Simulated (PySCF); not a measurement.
C5H5In, singlet, PBE0/def2-SVP optimised geometry.

```
11

In    -1.59    -1.07     0.00
C      1.06    -1.07     0.00
C      0.68     0.02     0.82
C      0.07     1.00     0.00
C      0.07     0.51    -1.33
C      0.68    -0.77    -1.33
H      1.59    -1.97     0.33
H      0.86     0.11     1.90
H     -0.31     1.97     0.33
H     -0.31     1.04    -2.21
H      0.86    -1.39    -2.21
```

Density from PBE0/def2-TZVP, def2 effective core potentials past Kr (PySCF) at that geometry. The core electrons that the potentials of In replace are not part of the density.

Minimum of the electron density along straight lines between bonded atoms, close to the bond critical point (lines longer than 1.1 times the sum of covalent radii, or with two minima, are not listed):

| bond | length / Å | ρ at the minimum / e bohr⁻³ | ∇²ρ there / e bohr⁻⁵ | position (fraction from the first atom) |
|---|---|---|---|---|
| C2–C3 | 1.419 | 0.298 | -0.81 | 0.50 |
| C3–C4 | 1.419 | 0.298 | -0.81 | 0.50 |
| C4–C5 | 1.419 | 0.298 | -0.81 | 0.50 |
| C2–C6 | 1.419 | 0.298 | -0.81 | 0.50 |
| C5–C6 | 1.419 | 0.298 | -0.81 | 0.50 |
| C2–H7 | 1.090 | 0.279 | -0.98 | 0.65 |
| C3–H8 | 1.090 | 0.279 | -0.98 | 0.65 |
| C4–H9 | 1.090 | 0.279 | -0.98 | 0.65 |
| C5–H10 | 1.090 | 0.279 | -0.98 | 0.65 |
| C6–H11 | 1.090 | 0.279 | -0.98 | 0.65 |
